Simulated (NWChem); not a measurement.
**Basis-set convergence for H₄GaP**

```xyz
6

Ga     0.1787     0.7478     0.0000
H      0.3989     1.4889    -1.3710
H      0.3989     1.4889     1.3710
P     -0.2601    -1.5430     0.0000
H     -1.2187    -1.5082    -1.0576
H     -1.2187    -1.5082     1.0576
```
Charge 0, spin multiplicity 1.

Program: NWChem. All single points use one geometry, from B3LYP/def2-SVP, a minimum by its harmonic frequencies. It is one conformer; others weren't searched.

Quantity: dipole moment at the level PBE.

The Hamiltonian is non-relativistic. The structure started from a generated list of species.

The cost column gives rough processor time relative to 3-21G; each entry includes its own SCF.

```
basis        functions  dipole moment (D)  relative cost
-----------  ---------  -----------------  -------------
3-21G               43               1.30              1
cc-pVDZ             65               0.74              5
def2-SVP            70               0.79        under 3
aug-pcseg-1         99               0.69        under 3
aug-cc-pVDZ         99               0.65              8
def2-TZVP          109               0.64              5
pcseg-2            133               0.70              6
def2-TZVPP         146               0.62              5
aug-cc-pVTZ        201               0.63             90
```

Smallest basis within 0.03 D of aug-cc-pVTZ, the largest set run: aug-cc-pVDZ, with 99 functions against 201 and about 10 % of the time (also within reach: def2-TZVP, def2-TZVPP). aug-cc-pVTZ isn't the basis-set limit itself, and a small set can land close by cancellation.
